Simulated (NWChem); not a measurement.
# CH3AlBrF; SMILES [CH3][Al]([F])[Br]

```xyz
7

Al     0.0449     0.9353     0.0002
F      1.5567     1.6293    -0.0001
Br     0.0050    -1.3122     0.0000
C     -1.5366     2.0429     0.0000
H     -2.4626     1.4497     0.0088
H     -1.5482     2.6921    -0.8909
H     -1.5395     2.7059     0.8806
```
Atoms are numbered in this order, from 1.

Program: NWChem. All runs use the structure optimised with PBE0/def2-SVP. Ions are spin-unrestricted doublets at the neutral geometry; other ion states weren't tried.

Q: Predict the results for CAM-B3LYP/def2-SVP. Quantities: vertical ionisation energy, ΔSCF (eV); −ε(HOMO) (eV).

A: 
```
Property                               Result
-------------------------------------  ------
vertical ionisation energy, ΔSCF (eV)   10.98
−ε(HOMO) (eV)                            9.76
```
